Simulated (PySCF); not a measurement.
## Computed properties of H6PSi, SMILES [SiH3][PH3+], charge +1

H6PSi, SMILES [SiH3][PH3+], charge +1. Geometry: B3LYP-D3(BJ)/def2-TZVP. The isomer is the one that the SMILES or the coordinates give; other isomers of the formula were not compared. The values are those of a single conformer. All values are computed for the isolated molecule unless a solvent is named; none is compared with measurement here.

**Structure.** The optimised structure has C3v symmetry. All 18 harmonic modes at B3LYP-D3(BJ)/def2-TZVP (PySCF) are real, so it is a minimum.

**Vibrations.** The strongest infrared lines (harmonic, unscaled, degenerate partners summed) lie at 845 cm⁻¹ (282 km/mol, H 92 %), 929 cm⁻¹ (74 km/mol, H 97 %), 2315 cm⁻¹ (22 km/mol, H 95 %). The softest mode is at 138 cm⁻¹ and the zero-point energy is 32.8 kcal/mol.

**Electronic structure.** M06-2X/def2-TZVPD (PySCF) places the frontier levels at -16.62 and -4.80 eV, a gap of 11.82 eV and a mean polarisability of 48.0 bohr³. PBE/def2-TZVPD (PySCF) at the same geometry gives -14.12 and -6.58 eV, so its gap is 4.28 eV narrower. An orbital gap is neither the optical nor the fundamental gap.

**Excitations.** TDDFT-B3LYP/def2-SVPD (PySCF) has S1 at 8.27 eV (150 nm, f = 0.006, weak); the most intense of the 10 singlets computed lies at 9.32 eV (f = 0.09). Strengths of degenerate partners are summed. T1 (TDA) is at 7.68 eV. TDDFT-PBE/def2-SVPD (PySCF) puts S1 at 7.73 eV. No vertical singlet excitation falls in the visible range (under 3.1 eV).

**NMR.** GIAO shifts at B3LYP/pcSseg-2 (PySCF) (non-relativistic, atoms alike by connectivity averaged): ¹H from 5.0 to 5.3 ppm against TMS; ²⁹Si at -77.8 ppm against TMS.

**Solvation.** SMD-M06-2X/def2-SVP (PySCF) gives -60.1 kcal/mol in water, -61.6 kcal/mol in dimethylsulfoxide, -49.1 kcal/mol in diethylether (1 M in both phases, gas-phase geometry); of these solvents dimethylsulfoxide holds the molecule best.
